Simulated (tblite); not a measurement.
Compound: CH10GeO2Si2.
Numbering: `[SiH3:1][O:2][SiH2:3][CH2:4][O:5][GeH3:6]` (hydrogens: H7, H8, H9 on Si1; H10, H11 on Si3; H12, H13 on C4; H14, H15, H16 on Ge6)

Computed with GFN2-xTB (tblite), gas phase: L-BFGS steps from a force-field or distance-geometry start until the largest atomic force falls under 0.01 eV/Å.

Step 35: E = -567.8960 eV
```
atom  x, y, z in Å  |  force x, y, z in eV/Å
Si1     3.4320    0.1543    0.2999   -0.098  -0.072   0.081
O2      1.8862   -0.3720    0.3245    0.179  -0.021   0.091
Si3     0.3838   -0.1741   -0.2405    0.094   0.065  -0.072
C4     -0.8776   -1.0094    0.9229    0.029   0.090  -0.030
O5     -2.0766   -0.2623    1.0906   -0.057   0.019  -0.028
Ge6    -3.0672    0.6754    0.0242   -0.251   0.027   0.084
H7      4.2032   -0.9293    0.8842   -0.011  -0.165   0.054
H8      3.5162    1.3505    1.1334   -0.051   0.048  -0.067
H9      3.8198    0.3881   -1.0862   -0.039   0.069  -0.041
H10     0.1880    1.2695   -0.3529   -0.121   0.084   0.054
H11     0.3475   -0.8012   -1.5604   -0.059  -0.071  -0.116
H12    -1.1307   -2.0143    0.5589    0.046   0.075   0.067
H13    -0.4730   -1.1188    1.9345    0.045  -0.053  -0.025
H14    -2.4031    1.0387   -1.2655    0.095  -0.005  -0.074
H15    -3.4002    1.8804    0.8515    0.049  -0.028   0.004
H16    -4.3560   -0.0666   -0.2629    0.150  -0.061   0.020
```

Step 36: E = -567.9057 eV
```
atom  x, y, z in Å  |  force x, y, z in eV/Å
Si1     3.4391    0.1306    0.3154   -0.039   0.016  -0.015
O2      1.8757   -0.3304    0.3085    0.117  -0.048   0.095
Si3     0.3752   -0.1404   -0.2655    0.105   0.052  -0.104
C4     -0.8604   -0.9908    0.9161   -0.010   0.123  -0.019
O5     -2.0858   -0.2871    1.0804   -0.071   0.033   0.020
Ge6    -3.0867    0.6605    0.0379   -0.190   0.027  -0.062
H7      4.1620   -0.9813    0.9102   -0.027  -0.144   0.041
H8      3.5547    1.3307    1.1413   -0.052   0.022  -0.047
H9      3.8550    0.3671   -1.0666   -0.044   0.028   0.024
H10     0.1812    1.3039   -0.4092   -0.118   0.021   0.093
H11     0.3385   -0.7838   -1.5790   -0.053  -0.067  -0.095
H12    -1.0901   -2.0110    0.5827    0.085   0.053   0.011
H13    -0.4437   -1.0667    1.9252    0.060  -0.041   0.011
H14    -2.4194    1.0414   -1.2504    0.055  -0.007  -0.018
H15    -3.4363    1.8528    0.8711    0.053   0.016   0.044
H16    -4.3669   -0.0867   -0.2619    0.129  -0.083   0.024
```

Problem. Estimate the geometry and energy of step 37. (The exact step hangs on the optimiser's Hessian estimate; all steps are aligned on step 36, rigid shifts and turns removed.)

Solution. E = -567.9119 eV, largest force 0.173 eV/Å
```
atom  x, y, z in Å  |  force x, y, z in eV/Å
Si1     3.4364    0.1143    0.3261    0.084   0.100  -0.064
O2      1.8680   -0.3082    0.3043   -0.057  -0.082   0.071
Si3     0.3713   -0.1175   -0.2825    0.083   0.020  -0.097
C4     -0.8501   -0.9766    0.9109    0.003   0.155  -0.032
O5     -2.0889   -0.3012    1.0800   -0.112   0.080   0.040
Ge6    -3.0946    0.6515    0.0477   -0.088   0.022  -0.147
H7      4.1322   -1.0127    0.9244   -0.027  -0.135   0.039
H8      3.5695    1.3192    1.1420   -0.045   0.014  -0.017
H9      3.8625    0.3557   -1.0529   -0.030   0.001   0.030
H10     0.1750    1.3273   -0.4432   -0.098  -0.029   0.116
H11     0.3312   -0.7718   -1.5927   -0.037  -0.049  -0.060
H12    -1.0672   -2.0022    0.5952    0.102  -0.025  -0.062
H13    -0.4243   -1.0398    1.9154    0.092  -0.014   0.075
H14    -2.4139    1.0355   -1.2364    0.013  -0.005   0.018
H15    -3.4527    1.8384    0.8796    0.042   0.052   0.072
H16    -4.3621   -0.1032   -0.2617    0.073  -0.106   0.017
```

The energy changes by -0.0063 eV. The first-order estimate −F·Δx gives -0.0094 eV and the mean of the old and new forces, exact on a quadratic surface, -0.0063 eV. The step makes an angle of 79° with the force vector and moves no atom by more than 0.046 Å.

What follows is the cost of the whole relaxation. Hardware: Intel Xeon at 2.70 GHz, one thread, shared host. Cost: 2.9 s of wall time.
